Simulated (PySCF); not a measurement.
C₄H₅, SMILES [C](C=C)=C (connectivity only; charge and spin as stated), charge +1, multiplicity 1. The structure is a stationary point at B3LYP-D3(BJ)/def2-SVP. The multiplicity is an assumed one; other spin states were not compared. The isomer is the one that the SMILES or the coordinates give; other isomers of the formula were not compared. The values are those of a single conformer.

Computed with B3LYP-D3(BJ)/def2-SVP (PySCF).

Harmonic wavenumbers (cm⁻¹): 213, 243, 381, 547, 577, 869, 871, 919, 981, 1101, 1119, 1278, 1290, 1418, 1583, 1973, 3079, 3144, 3163, 3166, 3261. Rotational constants (GHz): 38.04, 4.605, 4.232; symmetry number 1.

Task: Work out the zero-point energy and the ideal-gas rigid-rotor harmonic-oscillator thermochemistry at 298.15 K and 1 atm.

Result: ZPE = ½ Σ hcν = ½ × 31175 cm⁻¹ = 186.47 kJ/mol. H − E(el) = 201.70 kJ/mol. Entropy in J/(mol K): translation 158.28, rotation 98.69, vibration 27.73, total 284.70. G − E(el) = 116.81 kJ/mol. Cp = 76.42 J/(mol K).
